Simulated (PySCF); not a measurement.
# Electronic structure of Ta⁺ (tantalum, charge +1) at the B3LYP level

Configuration: [Xe] 4f14 5d3 6s1, high-spin 5F determinant. All numbers are calculated (PySCF 2.14, the spin-free X2C one-electron Hamiltonian (Gaussian nucleus), in x2c-QZVPPall).

- Total energy: -15605.43 hartree
- One-electron energy: -21395.86 hartree
- Hartree (Coulomb) energy: 6111.37 hartree
- Exchange-correlation energy: -320.94 hartree
- ⟨S²⟩: 6.0015
- ⟨L²⟩: 12.011
- Sum of ⟨r⟩: 41.37 bohr
- Sum of ⟨r²⟩: 53.41 bohr²
- Langevin diamagnetic susceptibility: -42.3 ×10⁻⁶ cm³/mol
- Time after the integrals: roughly 8 core-seconds

| shell | electrons | mean orbital energy (eV) | spread (eV) | rms radius, mean of both spins (bohr) |
| --- | --- | --- | --- | --- |
| 1s α | 1 | -67276.5 | 0 | 0.0211 |
| 1s β | 1 | -67276.5 | 0 | 0.0211 |
| 2s α | 1 | -11592.1 | 0 | 0.0854 |
| 2s β | 1 | -11592.0 | 0 | 0.0854 |
| 2p α | 3 | -10192.5 | 0 | 0.0775 |
| 2p β | 3 | -10192.3 | 0 | 0.0775 |
| 3s α | 1 | -2673.7 | 0 | 0.219 |
| 3s β | 1 | -2673.6 | 0 | 0.219 |
| 3p α | 3 | -2253.6 | 0 | 0.220 |
| 3p β | 3 | -2253.6 | 0 | 0.220 |
| 3d α | 5 | -1747.4 | 0.039 | 0.201 |
| 3d β | 5 | -1747.3 | 0.057 | 0.201 |
| 4s α | 1 | -556.92 | 0 | 0.488 |
| 4s β | 1 | -556.77 | 0 | 0.488 |
| 4p α | 3 | -417.86 | 0 | 0.520 |
| 4p β | 3 | -417.72 | 0 | 0.520 |
| 4d α | 5 | -235.48 | 0.030 | 0.564 |
| 4d β | 5 | -235.31 | 0.160 | 0.564 |
| 5s α | 1 | -83.447 | 0 | 1.17 |
| 5s β | 1 | -82.052 | 0 | 1.17 |
| 5p α | 3 | -49.364 | 0 | 1.38 |
| 5p β | 3 | -47.453 | 0 | 1.38 |
| 4f α | 7 | -35.085 | 0.007 | 0.718 |
| 4f β | 7 | -34.791 | 0.257 | 0.718 |
| 6s α | 1 | -12.774 | 0 | 3.23 |
| 5d α | 3 | -12.413 | 0 | 2.27 |

Spin-orbit coupling, absent here, splits the open shell strongly.

Densities and radii are taken from the X2C orbitals without a picture-change correction, which distorts them close to the nucleus.
